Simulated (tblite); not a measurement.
C6H14P (charge +1).
Atom-mapped SMILES: `[CH2:1]=[CH:2][PH2+:3][CH2:4][CH:5]([CH3:6])[CH3:7]` (hydrogens: H8, H9 on C1; H10 on C2; H11, H12 on P3; H13, H14 on C4; H15 on C5; H16, H17, H18 on C6; H19, H20, H21 on C7)

Computed geometry: GFN2-xTB, gas phase.

**Question.** What internal coordinates does the optimisation give?

**Answer.** 
| bond | length (Å) | order |
| --- | --- | --- |
| C1=C2 | 1.327 | double |
| C2–P3 | 1.789 | single |
| P3–C4 | 1.812 | single |
| C4–C5 | 1.539 | single |
| C5–C6, C5–C7 | 1.524 | single |
| C1–H8 | 1.079 | single |
| C1–H9 | 1.078 | single |
| C2–H10 | 1.084 | single |
| P3–H11, P3–H12 | 1.374 | single |
| C4–H13, C4–H14 | 1.097 | single |
| C5–H15 | 1.094 | single |
| C6–H16 and 5 like bonds | 1.088 | single |

Bonds in one row agree within 0.01 Å and their mean is given. Orders are formal, as drawn. A selection of angles:
| angle | degrees |
| --- | --- |
| C2–C1–H8 | 122.6 |
| C2–C1–H9 | 121.2 |
| H8–C1–H9 | 116.2 |
| C1–C2–P3 | 122.9 |
| C1–C2–H10 | 121.9 |
| P3–C2–H10 | 115.2 |
| C2–P3–C4 | 110.7 |
| C2–P3–H11 | 107.8 |
| C2–P3–H12 | 108.7 |
| C4–P3–H11 | 112.5 |
| H11–P3–H12 | 106.3 |
| P3–C4–C5 | 114.8 |
| P3–C4–H13 | 106.6 |
| P3–C4–H14 | 106.4 |
| C5–C4–H13 | 110.5 |
| H13–C4–H14 | 107.6 |
| C4–C5–C6 | 111.2 |
| C4–C5–H15 | 106.3 |
| C6–C5–C7 | 110.9 |
| C6–C5–H15 | 108.5 |
| C5–C6–H16 | 111.0 |
| C5–C6–H17 | 110.0 |
| H16–C6–H17 | 107.6 |
| H16–C6–H18 | 109.0 |

Torsions: C1–C2–P3–C4 122° (anticlinal); C2–P3–C4–C5 177° (antiperiplanar); P3–C4–C5–C6 -67° (synclinal). The mirror-image conformer, all signs reversed, is as good.

C1 (terminal =CH2 carbon) is planar (angles 122.6°, 121.2° and 116.2°, sum 360.0°, 0.00 Å off the plane of its three neighbours). The C–P distances run from 1.789 Å (C2–P3, drawn single) to 1.812 Å (P3–C4, drawn single), a spread of 0.023 Å. C2 (alkene CH carbon) is planar (angles 122.9°, 121.9° and 115.2°, sum 360.0°, 0.00 Å off the plane of its three neighbours). Of the pairs four or more bonds apart, P3···H19 is among the closest relative to their van der Waals radii: 2.87 Å, 96 % of the sum of Bondi's values. P3 (phosphonium phosphorus) is tetrahedral (angles from 106.3° to 112.5°). The 4 C–C bonds span 1.327 Å (C1=C2, drawn double) to 1.539 Å (C4–C5, drawn single), a spread of 0.212 Å.

Point group: C1 (no symmetry element, even within 0.4 Å). GFN2-xTB frequencies show an imaginary mode (40i cm⁻¹), so the point is no minimum at that level. 3 starts were optimised and ended at 0.00, 0.25 and 0.49 kcal/mol (GFN2-xTB); the lowest of these is shown.
